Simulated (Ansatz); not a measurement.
Consider the hydrogen abstraction from the Sn–H bond: `[OH][SnH2][OH]` + F• → `[OH][SnH][OH]`• + H–F.

Gas-phase electronic energies from Ansatz, PBE0-D4/def2-TZVP geometries. CBS: MP2 limit from def2 TZ/QZ plus the TZ coupled-cluster correction, frozen cores. This one scheme is used for every species, atoms too. Functionals use def2-TZVPP. HSE06 is defined as in plane-wave codes. No spin–orbit coupling; open shells (•) take unrestricted orbitals. Spin–orbit coupling would lower the free atoms: a little for F. Elements past krypton have def2 core potentials. Bonds to Sn are less sure, by a few kJ/mol each and by 10 to 20 or more in all where they break to atoms, as the def2 sets lack core-valence functions. Each species was taken in one conformer, which may not be the lowest.

`[OH][SnH2][OH]`:

Cartesian coordinates in Å:
```
O 1.377 0.838 0.490
Sn 0.082 -0.572 0.056
O -1.542 0.310 -0.603
H 1.618 1.377 -0.266
H 0.592 -1.506 -1.269
H -0.182 -1.341 1.548
H -1.946 0.894 0.043
```

`[OH][SnH][OH]`•:

Z-matrix (Å, degrees):
```
Sn
O 1 1.963
O 1 1.978 2 99.7
H 1 1.748 2 104.3 3 114.3
H 2 0.962 1 112.0 3 30.4
H 3 0.960 1 115.0 2 -170.4
```

H–F:

Z-matrix (Å, degrees):
```
F
H 1 0.920
```

CCSD(T)/CBS gives -263.6 kJ/mol.

**Question.** Another level gave -295.2 kJ/mol. Which?
A. BHLYP/def2-TZVPP
B. r2SCAN/def2-TZVPP
C. HSE06-D4/def2-TZVPP
D. PBE-D4/def2-TZVPP

**Answer.** D. PBE-D4 -295.2, r2SCAN -272.5, HSE06-D4 -263.8, BHLYP -229.5 kJ/mol.

Largest T1 diagnostic among the species: 0.018.

At CCSD(T), def2-SVP lies +44.1 kJ/mol from the extrapolated value and def2-TZVPP +14.7 kJ/mol. From PBE to PBE0 (25 % exact exchange), in def2-TZVPP and without D4, ΔE moves by +32.9 kJ/mol. Leaving LDA and LC-ωPBE aside and taking each functional with its dispersion term where it has one, the values, not all of them listed here, spread over 66.8 kJ/mol, from PBE-D4 to BHLYP-D4. LDA lies −44.6 kJ/mol from PBE without D4.

CCSD(T)/CBS has its own doubt, a few kJ/mol and more with outer-core shells, so smaller differences from it don't rank the levels.
